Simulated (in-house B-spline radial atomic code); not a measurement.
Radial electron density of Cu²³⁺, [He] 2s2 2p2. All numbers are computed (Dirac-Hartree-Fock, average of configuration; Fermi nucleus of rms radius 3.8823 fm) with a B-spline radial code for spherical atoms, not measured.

Columns: r (bohr), 4πr²n(r) (electrons per bohr), bar.

```
 0.00196   0.8304 #
 0.00228    1.095 #
 0.00264    1.429 ##
 0.00307    1.872 ##
 0.00356     2.43 ###
 0.00414    3.156 ####
  0.0048    4.056 #####
 0.00558    5.202 #######
 0.00648    6.614 #########
 0.00752    8.328 ###########
 0.00873    10.39 #############
  0.0101    12.76 ################
  0.0118    15.67 ####################
  0.0137    18.78 ########################
  0.0159    22.12 ############################
  0.0184    25.44 #################################
  0.0214    28.71 #####################################
  0.0248    31.45 ########################################
  0.0288    33.41 ###########################################
  0.0335    34.22 ############################################
  0.0388    33.65 ###########################################
  0.0451     31.6 #########################################
  0.0524    28.31 ####################################
  0.0608    24.35 ###############################
  0.0706    20.45 ##########################
  0.0819    17.48 ######################
  0.0951    16.06 #####################
    0.11    16.32 #####################
   0.128    17.81 #######################
   0.149    19.47 #########################
   0.173    20.01 ##########################
   0.201    18.64 ########################
   0.233    15.39 ####################
   0.271    10.93 ##############
   0.314    6.663 #########
   0.365    3.325 ####
   0.423    1.361 ##
   0.492   0.4241 #
   0.571    0.101 
   0.663  0.01722 
   0.769 0.002037
```

On this grid the curve has 2 maxima, near 0.0335, 0.173 bohr.

The 2p1/2 radial function P(r) = rR(r), positive near the nucleus, with its small component Q(r) (sign convention: Q ≈ (P' + κP/r)/2c):

```json
{"r (bohr)": "0.00125", "P": "0.002587", "Q": "0.0116"}
{"r (bohr)": "0.00169", "P": "0.004082", "Q": "0.01544"}
{"r (bohr)": "0.00228", "P": "0.006545", "Q": "0.02046"}
{"r (bohr)": "0.00307", "P": "0.01064", "Q": "0.02695"}
{"r (bohr)": "0.00414", "P": "0.01758", "Q": "0.03535"}
{"r (bohr)": "0.00558", "P": "0.0293", "Q": "0.04602"}
{"r (bohr)": "0.00752", "P": "0.04911", "Q": "0.05933"}
{"r (bohr)": "0.0101", "P": "0.08189", "Q": "0.07528"}
{"r (bohr)": "0.0137", "P": "0.1382", "Q": "0.09457"}
{"r (bohr)": "0.0184", "P": "0.227", "Q": "0.1152"}
{"r (bohr)": "0.0248", "P": "0.3682", "Q": "0.1362"}
{"r (bohr)": "0.0335", "P": "0.5835", "Q": "0.1542"}
{"r (bohr)": "0.0451", "P": "0.8855", "Q": "0.1644"}
{"r (bohr)": "0.0608", "P": "1.278", "Q": "0.1613"}
{"r (bohr)": "0.0819", "P": "1.718", "Q": "0.1406"}
{"r (bohr)": "0.11", "P": "2.096", "Q": "0.1029"}
{"r (bohr)": "0.149", "P": "2.26", "Q": "0.05443"}
{"r (bohr)": "0.201", "P": "2.048", "Q": "0.01203"}
{"r (bohr)": "0.271", "P": "1.476", "Q": "-0.01116"}
{"r (bohr)": "0.365", "P": "0.7835", "Q": "-0.0137"}
{"r (bohr)": "0.492", "P": "0.2746", "Q": "-0.006835"}
{"r (bohr)": "0.663", "P": "0.05515", "Q": "-0.001676"}
```
